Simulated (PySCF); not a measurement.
# Working out the ionisation energy of Zr⁺

Zr⁺ [Kr] 4d2 5s1 (4F) → Zr²⁺ [Kr] 4d2 (3F). Calculation: PySCF 2.14, in def2-SVP with the def2 core potential (28 electrons) (5s3p2d1f, 31 functions); scalar relativity through the core potential. Frozen: 4s2 4p6. Energies in hartree (1 hartree = 27.21139 eV):

```csv
part,Zr⁺ (lower),Zr²⁺ (upper)
UHF,-46.240866,-45.788845
MP2 opposite-spin,0.000000,0.000000
MP2 same-spin,-0.008131,-0.001939
```

Question: What does Hartree-Fock give?

Answer: (-45.788845) − (-46.240866) = 0.452021 hartree = 12.300 eV.

Question: What do MP2 and SCS-MP2 (6/5 opposite-spin, 1/3 same-spin) give?

Answer: The opposite-spin parts differ by 0.000 eV and the same-spin parts by 0.168 eV. MP2: 12.300 + (0.000) + (0.168) = 12.468 eV. SCS-MP2: 12.300 + 1.2 × (0.000) + (0.168)/3 = 12.356 eV.

Reference: 13.13 eV (measured; NIST Atomic Spectra Database, ionization energies), between the lowest levels; spin-orbit coupling is absent from the calculation.

A double-zeta basis recovers only part of the correlation energy.

What remains against the reference includes basis incompleteness, the frozen core and correlation beyond second order.
